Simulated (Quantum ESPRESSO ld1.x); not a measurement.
The numbers below are computed, except where a source is named.
Problem. These are the eigenvalues of the occupied orbitals of an atom or ion with whole-number occupations (eV). Level of theory: scalar-relativistic Kohn-Sham, LDA (Slater exchange, Perdew-Wang correlation), spin-polarised, spherical densities, point nucleus (ld1.x of Quantum ESPRESSO 7.5).

orbital  eigenvalue
1s         -229.193

Which element is it, and in what charge state? The configuration may be excited. Open shells, if any, are filled with parallel spins first.

Solution. Z = 5, boron, charge +3: B3+ in [He]. The 1s level, -8.4227 hartree, gives Z - s = 4.1 by -(Z - s)^2/2, which with screening and relativity narrows Z to a few neighbours, and with so few levels the electron count can be read from the list.
